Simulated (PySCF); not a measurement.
# What builds the first ionisation energy along group 10

All values are computed (PySCF 2.14, energy differences of UHF-based or UKS calculations, no spin-orbit coupling). Each column adds one step, in eV (sums use unrounded values): valence MP2, valence CCSD, valence triples, then the next inner shell at CCSD(T) (Ni 3s 3p, Pd 4s 4p, Pt 5s 5p). References (NIST) marked * lie between the lowest fine-structure levels; the others compare directly ((s) semi-empirical, (t) theoretical).

```csv
element,UHF,+ MP2,+ CCSD,+ (T),+ inner shell,sum,reference
"Ni [Ar] 3d8 4s2 → [Ar] 3d9 (x2c-TZVPPall, spin-free X2C)",8.223,-1.299,0.852,-0.025,-0.100,7.650,7.640 *
"Pd [Kr] 4d10 → [Kr] 4d9 (x2c-TZVPPall, spin-free X2C)",6.267,2.262,-0.550,0.165,0.011,8.154,8.512
"Pt [Xe] 4f14 5d9 6s1 → [Xe] 4f14 5d9 (x2c-TZVPPall, spin-free X2C)",7.594,1.306,-0.218,0.067,0.102,8.851,8.959 *
```

What remains against the references is mostly basis incompleteness and, for starred values, spin-orbit coupling.

These are valence bases, so the inner-shell step is incomplete.
